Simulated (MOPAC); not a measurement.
A run for MOPAC: AM1 on CH9NOSi (a complex), monomers drawn apart or pushed together.

```
AM1 1SCF PRECISE CHARGE=0 THREADS=1
CH9NOSi

C      0.23804073 1    -0.36064253 1    -0.12008855 1
N     -0.26850730 1     0.97108247 1     0.23592827 1
H     -0.45842737 1    -1.11575692 1     0.24455566 1
H      1.19231935 1    -0.52429248 1     0.38071084 1
H      0.38087055 1    -0.51185249 1    -1.19491902 1
H     -1.16393466 1     1.14785143 1    -0.20460522 1
H      0.36595924 1     1.69608732 1    -0.07860306 1
O     -0.59244265 1     0.91548168 1     4.44628717 1
Si    -0.15507039 1    -0.46560362 1     5.20137362 1
H     -0.52569622 1     0.95498007 1     3.45976779 1
H     -0.97348570 1    -1.63289711 1     4.76984996 1
H     -0.34060203 1    -0.26655289 1     6.65566396 1
H      1.26721058 1    -0.82673798 1     4.94569870 1
```

Program output:

```
*******************************************************************************
 **                                                                           **
 **                              MOPAC v23.2.5                                **
 **                                                                           **
 *******************************************************************************
 ** MOPAC's Digital Object Identifier: https://doi.org/10.5281/zenodo.6511958 **
 **                                                                           **
 ** Please cite the open-source release paper for use of this MOPAC version:  **
 ** J. E. Moussa and J. J. P. Stewart (2026)                                  **
 ** MOPAC: An open-source semiempirical molecular orbital program             **
 ** J. Open Source Softw., 11(119), 8025, https://doi.org/10.21105/joss.08025 **
 *******************************************************************************

                              AM1 CALCULATION RESULTS

 *******************************************************************************
 *  AM1        - The AM1 Hamiltonian to be used
 *
 *
 *
 *                 CHARGE ON SYSTEM = 0
 *
 *
 *
 *  PRECISE    - TIGHTER CRITERIA TO BE USED
 *  1SCF       - DO 1 SCF AND THEN STOP
 *  THREADS=1  - MULTI-THREADING NOT USED
 *  T=         - A TIME OF 172800.0 SECONDS REQUESTED
 *  DUMP=N     - RESTART FILE WRITTEN EVERY 7200.0 SECONDS REQUESTED
 *******************************************************************************
AM1 1SCF PRECISE CHARGE=0 THREADS=1
 CH9NOSi

   ATOM   CHEMICAL          X               Y               Z
  NUMBER   SYMBOL      (ANGSTROMS)     (ANGSTROMS)     (ANGSTROMS)

     1       C          0.23804073  *  -0.36064253  *  -0.12008855  *
     2       N         -0.26850730  *   0.97108247  *   0.23592827  *
     3       H         -0.45842737  *  -1.11575692  *   0.24455566  *
     4       H          1.19231935  *  -0.52429248  *   0.38071084  *
     5       H          0.38087055  *  -0.51185249  *  -1.19491902  *
     6       H         -1.16393466  *   1.14785143  *  -0.20460522  *
     7       H          0.36595924  *   1.69608732  *  -0.07860306  *
     8       O         -0.59244265  *   0.91548168  *   4.44628717  *
     9      Si         -0.15507039  *  -0.46560362  *   5.20137362  *
    10       H         -0.52569622  *   0.95498007  *   3.45976779  *
    11       H         -0.97348570  *  -1.63289711  *   4.76984996  *
    12       H         -0.34060203  *  -0.26655289  *   6.65566396  *
    13       H          1.26721058  *  -0.82673798  *   4.94569870  *



          CARTESIAN COORDINATES

    NO.       ATOM           X           Y           Z

     1         C          0.2380     -0.3606     -0.1201
     2         N         -0.2685      0.9711      0.2359
     3         H         -0.4584     -1.1158      0.2446
     4         H          1.1923     -0.5243      0.3807
     5         H          0.3809     -0.5119     -1.1949
     6         H         -1.1639      1.1479     -0.2046
     7         H          0.3660      1.6961     -0.0786
     8         O         -0.5924      0.9155      4.4463
     9        Si         -0.1551     -0.4656      5.2014
    10         H         -0.5257      0.9550      3.4598
    11         H         -0.9735     -1.6329      4.7698
    12         H         -0.3406     -0.2666      6.6557
    13         H          1.2672     -0.8267      4.9457

  H: (AM1): M.J.S. DEWAR ET AL, J. AM. CHEM. SOC. 107 3902-3909 (1985)
  C: (AM1): M.J.S. DEWAR ET AL, J. AM. CHEM. SOC. 107 3902-3909 (1985)
  N: (AM1): M.J.S. DEWAR ET AL, J. AM. CHEM. SOC. 107 3902-3909 (1985)
  O: (AM1): M.J.S. DEWAR ET AL, J. AM. CHEM. SOC. 107 3902-3909 (1985)
 Si: (AM1): M.J.S.DEWAR, C. JIE, ORGANOMETALLICS, 6, 1486-1490 (1987).

           Empirical Formula: C H9 N O Si  =    13 atoms



      MOLECULAR POINT GROUP   :   Cs


      RHF CALCULATION, NO. OF DOUBLY OCCUPIED LEVELS = 14


 -------------------------------------------------------------------------------
 AM1 1SCF PRECISE CHARGE=0 THREADS=1
 CH9NOSi



     1SCF WAS SPECIFIED, SO BFGS WAS NOT USED
     SCF FIELD WAS ACHIEVED


                              AM1 CALCULATION
                                                       MOPAC v23.2.5 Linux




          FINAL HEAT OF FORMATION =        -62.35196 KCAL/MOL =    -260.88061 KJ/MOL


          COSMO AREA              =        151.80 SQUARE ANGSTROMS
          COSMO VOLUME            =        133.73 CUBIC ANGSTROMS

          IONIZATION POTENTIAL    =         10.138900 EV
          HOMO LUMO ENERGIES (EV) =        -10.139  1.613
          NO. OF FILLED LEVELS    =         14
          MOLECULAR WEIGHT        =         79.1737         POINT GROUP:  Cs

          MOLECULAR DIMENSIONS (Angstroms)

            Atom       Atom       Distance
            H    12    H     5     7.88748
            H     7    H    11     3.59333
            H    13    H     6     3.32882


          SCF CALCULATIONS        =          1





   ATOM   CHEMICAL          X               Y               Z
  NUMBER   SYMBOL      (ANGSTROMS)     (ANGSTROMS)     (ANGSTROMS)

     1       C          0.23804073  *  -0.36064253  *  -0.12008855  *
     2       N         -0.26850730  *   0.97108247  *   0.23592827  *
     3       H         -0.45842737  *  -1.11575692  *   0.24455566  *
     4       H          1.19231935  *  -0.52429248  *   0.38071084  *
     5       H          0.38087055  *  -0.51185249  *  -1.19491902  *
     6       H         -1.16393466  *   1.14785143  *  -0.20460522  *
     7       H          0.36595924  *   1.69608732  *  -0.07860306  *
     8       O         -0.59244265  *   0.91548168  *   4.44628717  *
     9      Si         -0.15507039  *  -0.46560362  *   5.20137362  *
    10       H         -0.52569622  *   0.95498007  *   3.45976779  *
    11       H         -0.97348570  *  -1.63289711  *   4.76984996  *
    12       H         -0.34060203  *  -0.26655289  *   6.65566396  *
    13       H          1.26721058  *  -0.82673798  *   4.94569870  *

                             CARTESIAN COORDINATES

   1    C        0.238040730    -0.360642530    -0.120088550
   2    N       -0.268507300     0.971082470     0.235928270
   3    H       -0.458427370    -1.115756920     0.244555660
   4    H        1.192319350    -0.524292480     0.380710840
   5    H        0.380870550    -0.511852490    -1.194919020
   6    H       -1.163934660     1.147851430    -0.204605220
   7    H        0.365959240     1.696087320    -0.078603060
   8    O       -0.592442650     0.915481680     4.446287170
   9   Si       -0.155070390    -0.465603620     5.201373620
  10    H       -0.525696220     0.954980070     3.459767790
  11    H       -0.973485700    -1.632897110     4.769849960
  12    H       -0.340602030    -0.266552890     6.655663960
  13    H        1.267210580    -0.826737980     4.945698700


           Empirical Formula: C H9 N O Si  =    13 atoms



      MOLECULAR POINT GROUP   :   Cs


                  EIGENVALUES
 -35.90219 -35.20565 -25.93329 -18.33238 -17.01539 -15.68645 -15.64466 -14.27439
 -14.08004 -13.37150 -12.82785 -11.38243 -10.79466 -10.13890   1.61325   1.82098
   1.92966   2.18395   3.51283   4.14283   4.19656   4.79863   5.72751   5.83117
   5.91350


              NET ATOMIC CHARGES AND DIPOLE CONTRIBUTIONS

  ATOM NO.   TYPE          CHARGE      No. of ELECS.   s-Pop       p-Pop
    1          C          -0.135246        4.1352     1.22074     2.91450
    2          N          -0.349600        5.3496     1.60498     3.74462
    3          H           0.081748        0.9183     0.91825
    4          H           0.081745        0.9183     0.91826
    5          H           0.042803        0.9572     0.95720
    6          H           0.139346        0.8607     0.86065
    7          H           0.139334        0.8607     0.86067
    8          O          -0.623888        6.6239     1.83696     4.78693
    9         Si           1.072973        2.9270     0.82046     2.10657
   10          H           0.259030        0.7410     0.74097
   11          H          -0.253701        1.2537     1.25370
   12          H          -0.200787        1.2008     1.20079
   13          H          -0.253755        1.2538     1.25376
 DIPOLE           X         Y         Z       TOTAL
 POINT-CHG.     0.421    -0.942    -0.980     1.424
 HYBRID         0.073     0.211    -1.813     1.827
 SUM            0.494    -0.731    -2.793     2.929


          ATOMIC ORBITAL ELECTRON POPULATIONS

     Atom    s        px        py        pz
    1  C   1.22074   1.01379   0.91458   0.98613
    2  N   1.60498   1.07658   1.03693   1.63110
    3  H   0.91825
    4  H   0.91826
    5  H   0.95720
    6  H   0.86065
    7  H   0.86067
    8  O   1.83696   1.89455   1.60639   1.28598
    9 Si   0.82046   0.74496   0.61195   0.74965
   10  H   0.74097
   11  H   1.25370
   12  H   1.20079
   13  H   1.25376

 **********************
 *                    *
 * JOB ENDED NORMALLY *
 *                    *
 **********************




 == MOPAC DONE ==
```

The run finished.

Cost: about 0.03 core-seconds (a rough figure).
